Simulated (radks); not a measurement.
Results of a calculation; reference values are marked as such.
Ionisation of Al+, [Ne] 3s2, to Al2+, [Ne] 3s1, under several functionals. Scalar-relativistic Kohn-Sham, spin-polarised, spherical densities, finite nucleus; open shells are filled with parallel spins first; a radial shooting solver on a logarithmic mesh with Libxc functionals.

functional                                        E(Al+) (hartree)  Exc (hartree)  IE (eV)  -e(HOMO) (eV)  <r> HOMO (bohr)  IE error (eV)
RPBE                                                    -242.59038      -18.36728   18.774         14.762            2.388         -0.054
exchange-only r2SCAN                                    -242.14627      -17.92139   17.434         14.276            2.422         -1.395
exchange-only B88                                       -242.14683      -17.91208   17.808         14.038            2.393         -1.020
SOGGA                                                   -241.89904      -17.65166   18.541         14.678            2.382         -0.287
BP86                                                    -242.62724      -18.40475   18.881         14.941            2.371         +0.053
XLYP                                                    -242.72635      -18.50603   18.942         14.746            2.372         +0.114
OLYP                                                    -242.61570      -18.40924   18.664         14.583            2.397         -0.164
MS2 meta-GGA                                            -242.61228      -18.39894   18.659         15.040            2.390         -0.170
PBEsol                                                  -241.98520      -17.73921   18.668         14.774            2.378         -0.161
LDA (Slater exchange, Perdew-Zunger correlation)        -241.54885      -17.28499   18.950         14.924            2.368         +0.121

NIST Atomic Spectra Database: 18.829 eV (measured). Closest: BP86. The Delta-SCF values span 1.52 eV, the total energies 1.18 hartree. The highest occupied level is 3s.
